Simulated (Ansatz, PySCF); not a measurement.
C₂H₆BeFN, SMILES C[N](C)[Be][F].

Geometry optimised at PBE-D3(BJ)/def2-SVP. The structure was generated by enumeration; whether it is a known compound was not checked. One conformer was computed; it need not be the lowest.

Vertical ionisation energy (IE) and electron affinity (EA) in eV. Rows of orbital energies are one-electron estimates. Where ΔSCF, EOM or ADC give a negative EA the extra electron is unbound and the value depends on the basis.

```json
[
 {"level": "−ε(HOMO), −ε(LUMO), M06-2X/def2-TZVP (PySCF)", "IE": "7.77", "EA": "0.04"},
 {"level": "−ε(HOMO), −ε(LUMO), PBE/def2-TZVP (PySCF)", "IE": "5.14", "EA": "0.86"},
 {"level": "ΔSCF, CAM-B3LYP/def2-SVPD (Ansatz), final states of multiplicity 2 and 2", "IE": "?", "EA": "?"},
 {"level": "ΔSCF, PBE/def2-SVPD (Ansatz), final states of multiplicity 2 and 2", "IE": "8.54", "EA": "-0.93"}
]
```

Task: What belongs in the gaps? (An estimate is asked for; the answer gives what the named calculation found.)

Result: 
- ΔSCF, CAM-B3LYP/def2-SVPD (Ansatz, a first-principles code), final states of multiplicity 2 and 2, IE: 8.72
- ΔSCF, CAM-B3LYP/def2-SVPD (Ansatz), final states of multiplicity 2 and 2, EA: -1.14

Task: What vertical singlet–triplet gap does ΔSCF give with CAM-B3LYP/def2-SVPD (Ansatz) and with PBE/def2-SVPD (Ansatz)? (An estimate is asked for; the answer gives what the named calculation found.)

Result: 5.06 and 4.69 eV (triplet above singlet where positive).
